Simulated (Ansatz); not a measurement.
Nudged elastic band run: CH$_{6}$BFO$_{2}$

input.yaml

```yaml
crystal:
  periodic: [false, false, false]
  atoms:
    - { symbol: B, position_ang: [0.153532, -0.127935, -0.343577] }
    - { symbol: C, position_ang: [0.377181, -0.326729, 1.241022] }
    - { symbol: O, position_ang: [-0.477915, -1.109985, -1.137481] }
    - { symbol: O, position_ang: [-0.680616, 1.340231, -0.606653] }
    - { symbol: H, position_ang: [0.285843, 1.499919, -1.100559] }
    - { symbol: F, position_ang: [1.238045, 0.511759, -1.073727] }
    - { symbol: H, position_ang: [-0.566596, -0.543536, 1.763578] }
    - { symbol: H, position_ang: [1.060828, -1.164948, 1.444675] }
    - { symbol: H, position_ang: [0.811181, 0.566345, 1.713289] }
    - { symbol: H, position_ang: [-0.898917, -1.78307, -0.506305] }
    - { symbol: H, position_ang: [-1.302566, 1.13785, -1.394362] }
basis:
  gaussian: { orbitals: STO-3G }
hamiltonian:
  xc: b3lyp
neb:
  order_check: false
  images: 2
  f_tol: 0.03
  max_iterations: 60
  climbing: true
  final_atoms:
    - { symbol: B, position_ang: [-0.55937216, 0.56517713, -1.45735824] }
    - { symbol: C, position_ang: [0.95929633, -0.42921528, 1.87979838] }
    - { symbol: O, position_ang: [-1.27864541, -0.61409237, -1.29435901] }
    - { symbol: O, position_ang: [-0.84110435, 1.38900508, -2.53526218] }
    - { symbol: H, position_ang: [0.77237156, 0.11329754, 0.93543368] }
    - { symbol: F, position_ang: [0.40773531, 0.94788678, -0.6099595] }
    - { symbol: H, position_ang: [0.06656244, -0.99563867, 2.17335363] }
    - { symbol: H, position_ang: [1.79901913, -1.12282905, 1.75133606] }
    - { symbol: H, position_ang: [1.20364384, 0.28689254, 2.67327647] }
    - { symbol: H, position_ang: [-0.93869117, -1.08278002, -0.45912748] }
    - { symbol: H, position_ang: [-1.59081551, 0.94219733, -3.05723182] }
  initial_path:
    images:
      - { positions_ang: [[0.153532, -0.127935, -0.343577], [0.377181, -0.326729, 1.241022], [-0.477915, -1.109985, -1.137481], [-0.680616, 1.340231, -0.606653], [0.285843, 1.499919, -1.100559], [1.238045, 0.511759, -1.073727], [-0.566596, -0.543536, 1.763578], [1.060828, -1.164948, 1.444675], [0.811181, 0.566345, 1.713289], [-0.898917, -1.78307, -0.506305], [-1.302566, 1.13785, -1.394362]] }
      - { positions_ang: [[-0.16397613, 0.02040693, -0.45892038], [0.41981208, -0.15517745, 1.1932819], [-0.7224899, -1.06688881, -1.0787896], [-0.89521439, 1.29507455, -0.58261609], [0.79310349, 0.66417675, -0.39830155], [1.20175248, 0.39185331, -1.18587121], [-0.53378548, -0.36034916, 1.682269], [1.07350897, -1.00514915, 1.39982179], [0.8222755, 0.74038666, 1.67015726], [-0.48497791, -1.80156174, -0.90964183], [-1.51000872, 1.27712911, -1.3314893]] }
      - { positions_ang: [[-0.40161085, 0.25144431, -0.83018079], [0.61385053, -0.18933954, 1.40620736], [-0.98940003, -0.90159126, -1.13108227], [-0.94871051, 1.31133257, -1.22548581], [0.95527968, 0.20196959, 0.28036268], [0.92498259, 0.53722924, -1.03128204], [-0.32273267, -0.51105005, 1.81886087], [1.31957268, -0.9911095, 1.50204215], [0.95309645, 0.64723584, 1.99015308], [-0.49823597, -1.56813175, -0.89391598], [-1.60609189, 1.21191155, -1.88577924]] }
      - { positions_ang: [[-0.55937216, 0.56517713, -1.45735824], [0.95929633, -0.42921528, 1.87979838], [-1.27864541, -0.61409237, -1.29435901], [-0.84110435, 1.38900508, -2.53526218], [0.77237156, 0.11329754, 0.93543368], [0.40773531, 0.94788678, -0.6099595], [0.06656244, -0.99563867, 2.17335363], [1.79901913, -1.12282905, 1.75133606], [1.20364384, 0.28689254, 2.67327647], [-0.93869117, -1.08278002, -0.45912748], [-1.59081551, 0.94219733, -3.05723182]] }
```

Command:

```bash
$ ansatz run input.yaml --threads 1 --pin off --max-ram 2048MiB --backend cpu --events-out ev --progress --plain --runs-dir out
```

Output, in part (warnings, iteration lines, the closing report on the highest movable image, with atoms numbered from 0):

```
NEB end point (image 0): max|allowed force component| = 1.969e-2 eV/Å (the criterion of neb.relax_end_points is 1.000e-2)
NEB end point (image 3): max|allowed force component| = 3.057e-3 eV/Å (the criterion of neb.relax_end_points is 1.000e-2)
NEB iter   1: max|band force component| = 2.143e1 eV/Å  barrier→ = 6.5489 eV  barrier← = 7.9806 eV  Δτ_max = 0.1966 Å  (84 SCF iters)
NEB iter   2: max|band force component| = 4.130e0 eV/Å  barrier→ = 2.7566 eV  barrier← = 4.1883 eV  Δτ_max = 0.2000 Å  (60 SCF iters)
NEB iter   3: max|band force component| = 3.130e0 eV/Å  barrier→ = 2.1172 eV  barrier← = 3.5490 eV  Δτ_max = 0.1950 Å  (49 SCF iters)
NEB iter   4: max|band force component| = 2.293e0 eV/Å  barrier→ = 1.6416 eV  barrier← = 3.0733 eV  Δτ_max = 0.1958 Å  (50 SCF iters)
NEB iter   5: max|band force component| = 1.529e0 eV/Å  barrier→ = 1.3241 eV  barrier← = 2.7558 eV  Δτ_max = 0.1961 Å  (58 SCF iters)
NEB iter   6: max|band force component| = 8.566e-1 eV/Å  barrier→ = 1.0608 eV  barrier← = 2.4926 eV  Δτ_max = 0.1959 Å  (54 SCF iters)
NEB iter   7: max|band force component| = 5.069e-1 eV/Å  barrier→ = 0.9481 eV  barrier← = 2.3798 eV  Δτ_max = 0.1966 Å  (53 SCF iters)
NEB iter   8: max|band force component| = 4.977e-1 eV/Å  barrier→ = 0.9095 eV  barrier← = 2.3412 eV  CI = image 1  Δτ_max = 0.2000 Å  (54 SCF iters)
NEB iter   9: max|band force component| = 7.634e-1 eV/Å  barrier→ = 0.8801 eV  barrier← = 2.3118 eV  CI = image 1  Δτ_max = 0.0783 Å  (55 SCF iters)
NEB iter  10: max|band force component| = 6.139e-1 eV/Å  barrier→ = 0.8551 eV  barrier← = 2.2868 eV  CI = image 1  Δτ_max = 0.0395 Å  (50 SCF iters)
NEB iter  11: max|band force component| = 7.509e-1 eV/Å  barrier→ = 0.8475 eV  barrier← = 2.2793 eV  CI = image 1  Δτ_max = 0.0394 Å  (51 SCF iters)
NEB iter  12: max|band force component| = 4.917e-1 eV/Å  barrier→ = 0.8228 eV  barrier← = 2.2546 eV  CI = image 1  Δτ_max = 0.0787 Å  (50 SCF iters)
NEB iter  13: max|band force component| = 2.377e-1 eV/Å  barrier→ = 0.8053 eV  barrier← = 2.2370 eV  CI = image 1  Δτ_max = 0.0523 Å  (49 SCF iters)
NEB iter  14: max|band force component| = 1.043e-1 eV/Å  barrier→ = 0.8002 eV  barrier← = 2.2319 eV  CI = image 1  Δτ_max = 0.0091 Å  (50 SCF iters)
NEB iter  15: max|band force component| = 8.060e-2 eV/Å  barrier→ = 0.7997 eV  barrier← = 2.2314 eV  CI = image 1  Δτ_max = 0.0155 Å  (46 SCF iters)
NEB iter  16: max|band force component| = 5.735e-2 eV/Å  barrier→ = 0.7993 eV  barrier← = 2.2310 eV  CI = image 1  Δτ_max = 0.0213 Å  (45 SCF iters)
NEB iter  17: max|band force component| = 4.512e-2 eV/Å  barrier→ = 0.7991 eV  barrier← = 2.2308 eV  CI = image 1  Δτ_max = 0.0106 Å  (44 SCF iters)
NEB iter  18: max|band force component| = 3.491e-2 eV/Å  barrier→ = 0.7989 eV  barrier← = 2.2306 eV  CI = image 1  Δτ_max = 0.0086 Å  (37 SCF iters)
NEB iter  19: max|band force component| = 2.762e-2 eV/Å  barrier→ = 0.7987 eV  barrier← = 2.2305 eV  CI = image 1  Δτ_max = 0.0000 Å  (83 SCF iters)
Total energy: -8505.67017228 eV, -312.5776134809 hartree
Atom 0 at    -0.419036     0.110714    -0.289203 Å, force    -0.029408     0.013582    -0.021749 eV/Å
Atom 1 at     0.173206    -0.118450     1.194864 Å, force     0.008527    -0.008181     0.008771 eV/Å
Atom 2 at    -0.724629    -0.954264    -1.154191 Å, force    -0.008632     0.000608    -0.016814 eV/Å
Atom 3 at    -1.137461     1.289488    -0.507835 Å, force     0.019961     0.003122     0.013075 eV/Å
Atom 4 at     1.926814     0.165373    -0.688739 Å, force     0.011946     0.004803     0.011030 eV/Å
Atom 5 at     1.194275     0.675824    -1.118531 Å, force    -0.002830    -0.004960    -0.015826 eV/Å
Atom 6 at    -0.638305    -0.392308     1.885683 Å, force     0.001464    -0.006227     0.003548 eV/Å
Atom 7 at     0.917784    -0.928839     1.249243 Å, force     0.004178     0.003966     0.001729 eV/Å
Atom 8 at     0.641044     0.788902     1.603410 Å, force    -0.005118     0.000765     0.005780 eV/Å
Atom 9 at    -0.322038    -1.805329    -0.772598 Å, force     0.004064    -0.002548     0.015062 eV/Å
Atom 10 at    -1.611653     1.168790    -1.402202 Å, force    -0.004153    -0.004930    -0.004606 eV/Å
Dipole moment:     0.550724    -0.280834    -0.123340 e Å
```

It converged. Neighbouring images differ by up to 2.1 eV, so the band resolves the path poorly. The order of the stationary point at the top wasn't checked. A band with more images between the same ends climbed to 2.01 eV, so this one has probably stepped over the top. So few images can step over the top or miss a turn of the path. The orbitals stay closed-shell, which can raise the energy where a bond breaks towards radicals; this wasn't checked here. Limits of this set-up: minimal basis.

Final band (atoms are numbered from 1 in the order of the input):

```json
{"image": "0", "path coordinate (Å)": "0.00", "energy (kcal/mol)": "0.0", "B1–C2 (Å)": "1.61", "O4–H5 (Å)": "1.10", "C2–H5 (Å)": "2.97"}
{"image": "1", "path coordinate (Å)": "2.45", "energy (kcal/mol)": "18.4", "B1–C2 (Å)": "1.61", "O4–H5 (Å)": "3.27", "C2–H5 (Å)": "2.59"}
{"image": "2", "path coordinate (Å)": "5.19", "energy (kcal/mol)": "-30.9", "B1–C2 (Å)": "3.28", "O4–H5 (Å)": "3.41", "C2–H5 (Å)": "1.10"}
{"image": "3", "path coordinate (Å)": "7.93", "energy (kcal/mol)": "-33.0", "B1–C2 (Å)": "3.80", "O4–H5 (Å)": "4.03", "C2–H5 (Å)": "1.11"}
```

Run time: 74 s on 1 thread of Arm Neoverse V1, with other jobs on the host, peak memory 0.096 GiB.
